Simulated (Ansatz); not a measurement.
CH₅GeNS, SMILES `C[S][Ge][NH2]` at its PBE0-D4/def2-TZVP geometry, where that method's forces vanish. Charge 0, multiplicity 1.

```xyz
9

C     1.1276    0.4556   -0.6839
S     1.4676   -1.0022    0.3310
Ge   -0.4466   -1.5868    1.3499
N    -1.5510   -0.2978    0.6888
H     0.3841    0.2367   -1.4517
H     0.7969    1.2947   -0.0702
H     2.0598    0.7333   -1.1753
H    -1.3182    0.4439    0.0482
H    -2.5201   -0.2775    0.9632
```

Problem. What forces (eV/Å) does ωB97M-V/def2-TZVPP give on these atoms in Ansatz? (Best estimate.)

Solution. The calculation gave: 
```
C1  -0.044  0.140 -0.095
S2   0.006 -0.106  0.079
Ge3  0.011  0.010 -0.011
N4   0.021  0.021 -0.022
H5   0.061  0.031  0.063
H6   0.023 -0.065 -0.062
H7  -0.089 -0.013  0.037
H8  -0.021 -0.027  0.029
H9   0.031  0.010 -0.018
```
